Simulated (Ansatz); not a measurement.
The first iterations of a band of AsBFH5OSi (10 atoms, charge 0, multiplicity 1).

All numbers below come from RKS revPBE/def2-SVP in Ansatz 0.2.0.

| Item | Value |
| --- | --- |
| movable images | 7 |
| climbing image | yes |
| spring | 5.0 eV/Å² |
| optimiser | quadratic models (default) |
| start path | through a guess of the saddle point |
| force threshold | 0.03 eV/Å |
| iteration limit | 60 |
| end points | relaxed |

Image 0:

```xyz
10
Properties=species:S:1:pos:R:3
O -2.483 0.785 0.182
Si -1.192 -0.313 0.306
B 0.636 0.545 -0.080
F 0.704 1.862 -0.358
As 2.427 -0.471 0.110
H -2.305 1.648 0.594
H -1.128 -0.985 1.664
H -1.477 -1.391 -0.704
H 3.009 0.046 -1.216
H 1.891 -1.779 -0.493
```

Image 8:

```xyz
10
Properties=species:S:1:pos:R:3
O -2.285 0.521 0.216
Si -0.980 -1.135 0.211
B 0.554 0.178 -0.039
F 0.224 1.470 -0.418
As 2.586 -0.167 0.193
H -1.692 1.286 0.017
H -0.872 -1.127 1.746
H -2.861 0.434 -0.569
H 2.932 0.165 -1.273
H 2.478 -1.677 -0.081
```

| iteration | highest image above the first end (eV) | largest band force component (eV/Å) |
| --- | --- | --- |
| 1 | 6.396 | 14.666 |
| 2 | 4.054 | 5.135 |
| 3 | 3.399 | 2.001 |
| 4 | 3.141 | 1.369 |
| 5 | 3.046 | 1.303 |
| 6 | 2.884 | 0.868 |
| 7 | 2.693 | 1.082 |

**Question.** Does the band converge within its limit, and where does its top end?

**Answer.** It converged. It ended after 22 iterations with the highest image 2.696 eV above the first end. Beside the main top the profile has a ripple of under 15 meV (maxima at images 1, 5), which may be a very shallow well or noise. Neighbouring images differ by up to 1.3 eV, so the band resolves the path poorly. A vibrational analysis at the climbing image gives one clearly imaginary mode, 1278i cm⁻¹: a first-order saddle point. The orbitals stay closed-shell, which can raise the energy where a bond breaks towards radicals; this wasn't checked here.

Run time: 120 s on 2 threads of AMD EPYC 9R45 96-Core Processor (Zen 5), with other jobs on the host, peak memory 0.19 GiB.
